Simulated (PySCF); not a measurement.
Al(Me)(F)2 (CH3AlF2), SMILES [CH3][Al]([F])[F]. Atoms are numbered in the order given.

```xyz
7

Al     0.0495     0.0436     0.0000
C     -1.4748    -1.1416    -0.0463
H     -1.2507    -2.0349    -0.6529
H     -2.3665    -0.6526    -0.4672
H     -1.7199    -1.4964     0.9687
F     -0.0129     1.6070    -0.5575
F      1.5176    -0.4441     0.6052
```
Charge 0, spin multiplicity 1.

Coordinates come from a B3LYP-D3(BJ)/def2-SVP optimisation. The isomer is the one that the SMILES or the coordinates give; other isomers of the formula were not compared.

These are PBE0/pcJ-1 (PySCF) values and carry that method's errors.

Isotropic couplings with Fermi-contact, spin-dipole and both spin-orbit terms, one fixed conformer, no vibrational averaging. Isotopes: 13C, 19F, 1H.

Computed spin–spin coupling constants:
```
pair   bonds apart  J (Hz)
-----  -----------  ------
C2–H3            1   121.4
C2–H4            1   127.0
C2–H5            1   121.6
C2–F6            2    17.7
C2–F7            2    16.8
H3–H4            2   -15.0
H3–H5            2   -16.9
H4–H5            2   -14.9
F6–F7            2  -133.8
H3–F6            3     4.1
H3–F7            3    -3.1
H4–F6            3    -5.0
H4–F7            3    10.5
H5–F6            3     3.7
H5–F7            3    -3.2
```
